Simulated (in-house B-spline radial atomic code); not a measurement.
Computed with a B-spline radial atomic code. Model: two electrons, singlet ground state, non-relativistic, full CI in B-splines with partial waves to l = 8 (at full coupling up to 3e-4 hartree above the limit, correlation up to 0.6 % small), density held at that of full coupling by Lieb maximisation.

Along the adiabatic connection the electron repulsion is scaled by a coupling λ while a local potential keeps the density fixed. At λ = 0 the system is the Kohn-Sham one and W equals the exchange energy; the exchange-correlation energy is the area under W between 0 and 1. The kinetic energy rises with λ as the electrons avoid each other, with dT/dλ = −λ dW/dλ.

Command:
```bash
python run_ac.py task.json out
```
Settings (lengths in bohr, energies in hartree):
```
potential              gauss
strength               17.2
lmax                   8
second                 4.9
```

Run time, properties included: 28 s on 1 thread of Intel(R) Xeon(R) Processor @ 2.30GHz, on a shared host.

**W = mean repulsion less Hartree energy, and W of three functionals.**

Given: confinement Gaussian well; well depth 17.2 hartree; well width 4.9 bohr; external potential -V exp(-r^2/w^2).

Computed: PBE exchange minus exact 34.182 millihartree; SCAN exchange minus exact 2.433 millihartree.

| coupling | W xc (hartree) | W xc minus exchange (millihartree) | kinetic minus Kohn-Sham (millihartree) | LDA (PW92) W minus its exchange (millihartree) | PBE W minus its exchange (millihartree) | SCAN W minus its exchange (millihartree) |
| --- | --- | --- | --- | --- | --- | --- |
| 0 | -0.80162 | 0 | 0 | 0 | 0 | 0 |
| 0.02 | -0.8036 | -1.985 | 0.02 | -11.45 | -3.25 | -1.89 |
| 0.05 | -0.80654 | -4.919 | 0.12 | -23.22 | -7.89 | -4.66 |
| 0.12 | -0.81318 | -11.567 | 0.69 | -43.95 | -17.87 | -10.84 |
| 0.25 | ? | ? | ? | ? | ? | ? |
| 0.4 | ? | ? | ? | ? | ? | ? |
| 0.6 | -0.85225 | -50.63 | 14.32 | -124.57 | -69.46 | -46.78 |
| 0.8 | -0.86571 | -64.089 | 23.72 | -146.65 | -85.91 | -59.29 |
| 1 | -0.87782 | -76.208 | 34.61 | -165.45 | -100.47 | -70.71 |
| 1.4 | -0.89871 | -97.098 | 59.54 | -196.36 | -125.35 | -90.8 |
| 2 | -0.92361 | -122 | 101.54 | -231.87 | -155.14 | -115.64 |
| 3 | -0.95367 | -152.05 | 175.73 | -274.41 | -192.12 | -147.17 |
| 4.5 | -0.98335 | -181.73 | 285.34 | -317.49 | -230.71 | -180.04 |
| 7 | -1.0131 | -211.46 | 452.84 | -363.05 | -272.41 | -214.1 |
| 10 | -1.0343 | -232.68 | 630.61 | -397.67 | -304.57 | -238.12 |

(1) What belongs in the row 0.25?

(2) What belongs in the row 0.4?

(3) What is the LDA exchange minus exact?

**Energy parts, natural occupations and partial-wave weights.**

Computed: correlation energy -0.041598 hartree; kinetic part of the DFT correlation energy 0.03461 hartree; initial slope twice GL2 -0.099833 hartree; kinetic part over minus potential part 0.45415; Hartree energy 1.6032 hartree; Kohn-Sham kinetic 1.5212 hartree; Lieb Oxford ratio E_xc over LDA exchange 1.23.

```
natural  occupation of the shell (electrons)
      s                               1.9753
      p                              0.02235
      s                            0.0012894
      d                                    ?
      p                           0.00016127
      f                           8.9427e-05
```

(4) What belongs in the row d?

```json
{"wave": "s", "weight": "0.98829"}
{"wave": "p", "weight": "?"}
{"wave": "d", "weight": "0.00038331"}
{"wave": "f", "weight": "4.9311e-05"}
{"wave": "g", "weight": "1.0959e-05"}
```

(5) What belongs in the row p?

(6) What is the exchange energy?

(7) What is the total energy?

Results:

(1) W xc (hartree): -0.82483; W xc minus exchange (millihartree): -23.218; kinetic minus Kohn-Sham (millihartree): 2.83; LDA (PW92) W minus its exchange (millihartree): -72.41; PBE W minus its exchange (millihartree): -34.2; SCAN W minus its exchange (millihartree): -21.57.

(2) W xc (hartree): -0.83724; W xc minus exchange (millihartree): -35.625; kinetic minus Kohn-Sham (millihartree): 6.85; LDA (PW92) W minus its exchange (millihartree): -97.67; PBE W minus its exchange (millihartree): -50.56; SCAN W minus its exchange (millihartree): -32.96.

(3) 116.07 millihartree.

(4) occupation of the shell (electrons): 0.00073321.

(5) weight: 0.01126.

(6) -0.80162 hartree.

(7) -30.1019 hartree.

Half-way to full coupling W has made 57 % of its drop, against 50 % for a straight line, and second-order (GL2) theory, half the initial slope, overshoots the correlation energy by about 20 %: a moderate bend, as in light atoms. Over couplings 0 to 1 the errors in E_xc come to about +54 millihartree for LDA, +19 millihartree for PBE, +5.5 millihartree for SCAN, so SCAN is nearest. In LDA and PBE the errors of exchange and correlation have opposite signs, so the sum is smaller than the larger of the two.
